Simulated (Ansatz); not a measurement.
Cost and result for the atomization energy of C₂H₈F₂In₂O₂, SMILES `C[O+]1[In@H-]([F])[O+](C)[In@@H-]1[F]` (16 atoms, 16 bonds).

```xyz
16

C    -0.5422   -0.9959   -2.2435
O    -0.2856   -1.1771   -0.8560
In    1.6088   -0.6496   -0.0334
F     2.0806    0.9353   -1.0747
O     0.3017    0.1588    1.4436
C     0.5349    1.4566    1.9774
In   -1.5934   -0.3343    0.6011
F    -2.1171    1.3491   -0.2419
H    -0.4918    0.0590   -2.5247
H     0.1904   -1.5554   -2.8318
H    -1.5353   -1.3818   -2.4900
H     2.6647   -1.8897    0.4178
H    -0.1924    1.6689    2.7659
H     1.5333    1.5005    2.4216
H     0.4562    2.2263    1.2055
H    -2.6128   -1.3706    1.4630
```

Charge 0, multiplicity 1. Correlated methods include outer-core shells of In, which these sets cover unevenly. In takes the def2 core potential. Geometry: relaxed with PBE0-D4/def2-TZVP. Program: Ansatz. All runs use 2 threads of an AMD EPYC 7R13 on a shared host and a share of an NVIDIA H100 80 GB. Times are those of one run each, without the atoms' runs, and a repeat can differ threefold. Electronic energies, without spin–orbit coupling; frozen cores. CCSD(T)/CBS adds CCSD(T) − MP2 in def2-TZVPP to the MP2 limit, and its time is that of the two runs behind it. T1 = 0.015. With those shells the extrapolation isn't a true limit. B3LYP takes the VWN-RPA correlation (the form of Gaussian; ORCA's B3LYP/G).

CCSD(T)/CBS is a level of theory with its own doubt, some kJ/mol a heavy atom from the limit and from the frozen cores, so smaller differences don't rank the functionals.

| level | functions | wall time | atomization (kcal/mol) | difference from CCSD(T)/CBS | per bond |
| --- | --- | --- | --- | --- | --- |
| PBE-D4/def2-TZVPP (with forces) | 398 | 6.5 s | 1320.2 | 1.0 | 0.1 |
| BLYP-D4/def2-TZVPP | 398 | 9 s | 1293.5 | -25.7 | -1.6 |
| BHLYP-D4/def2-TZVPP | 398 | 10 s | 1249.4 | -69.8 | -4.4 |
| r2SCAN-D4/def2-TZVPP (with forces) | 398 | 11 s | 1306.9 | -12.3 | -0.8 |
| CCSD(T)/def2-SVP | 176 | 11 s | 1239.3 | -79.9 | -5.0 |
| MP2/def2-QZVPP | 746 | 11 s | 1326.9 | 7.7 | 0.5 |
| CAM-B3LYP-D4/def2-TZVPP | 398 | 12 s | 1309.4 | -9.8 | -0.6 |
| B3LYP-D4/def2-TZVPP (with forces) | 398 | 13 s | 1291.2 | -28.0 | -1.8 |
| B97M-V/def2-TZVPP | 398 | 13 s | 1306.0 | -13.2 | -0.8 |
| PBE-QIDH/def2-TZVPP | 398 | 13 s | 1287.0 | -32.2 | -2.0 |
| ωB97X-V/def2-TZVPP | 398 | 17 s | 1311.8 | -7.4 | -0.5 |
| CCSD(T)/def2-TZVPP | 398 | 30 s | 1277.7 | -41.5 | -2.6 |
| CCSD(T)/CBS(def2) | – | 41 s | 1319.2 | 0.0 | 0.0 |

The D4 term adds +16.2 kcal/mol with B3LYP and +8.7 kcal/mol with PBE0; it sums over pairs of atoms, weighted by their polarisabilities, and B3LYP, whose exchange is more repulsive, gets the larger term. From PBE to PBE0 (25 % exact exchange), in def2-TZVPP and without D4, the atomization energy moves by −29.3 kcal/mol: exact exchange takes away binding that semilocal exchange gives to molecules. In def2-TZVPP, CCSD(T) changes the Hartree–Fock value by +358.5 kcal/mol (the triples alone add +22.4 kcal/mol) and MP2 by +382.7 kcal/mol; breaking electron pairs costs correlation energy, which Hartree–Fock lacks.

Spin–orbit coupling would lower the free In atoms strongly, and the atomization energy with them, by more than many differences here.
